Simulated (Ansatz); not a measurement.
Calculated with Ansatz (gas phase, PBE0-D4/def2-TZVP geometries, no zero-point term in ΔE). CCSD(T)/CBS is the MP2 limit (def2-TZVPP, def2-QZVPP) plus CCSD(T) − MP2 in def2-TZVPP, frozen cores. Functionals use def2-TZVPP. B3LYP here is the variant with VWN-RPA as its local correlation; programs differ in this. HSE06 is defined as in plane-wave codes. Elements past krypton have def2 core potentials. For Sn outer-core shells are correlated without core-valence functions, which leaves a few kJ/mol of doubt a bond. One conformer a species, not always the lowest.

Reaction (cleavage of the B–Sn bond): `N[BH][SnH3]` + `CNC` → `CN(C)BN` + `[SnH4]`

| level | ΔE (kJ/mol) |
| --- | --- |
| B3LYP-D4 | -106.3 |
| r2SCAN0-D4 | -107.0 |
| HSE06-D4 | -101.3 |
| revPBE | -88.4 |
| PBE0 | -99.4 |
| r2SCANh | -105.3 |
| RPA@PBE/def2-TZVPP | -98.6 |
| MP2/def2-TZVPP | -104.2 |

Question: What does CCSD(T)/CBS give? (Estimate.)

Answer: The calculation gave: -98.0 kJ/mol. The listed levels differ from it by -8.3, -9.0, -3.3, 9.6, -1.4, -7.3, -0.6, -6.2 kJ/mol.

Largest T1 diagnostic among the species: 0.014.

At CCSD(T), def2-SVP lies −14.5 kJ/mol from the extrapolated value and def2-TZVPP −4.6 kJ/mol. From PBE to PBE0 (25 % exact exchange), in def2-TZVPP and without D4, ΔE moves by −3.5 kJ/mol. Leaving LDA and LC-ωPBE aside and taking each functional with its dispersion term where it has one, the values, not all of them listed here, spread over 15.7 kJ/mol, from B97M-V to PBE-D4. LDA lies −19.9 kJ/mol from PBE without D4.
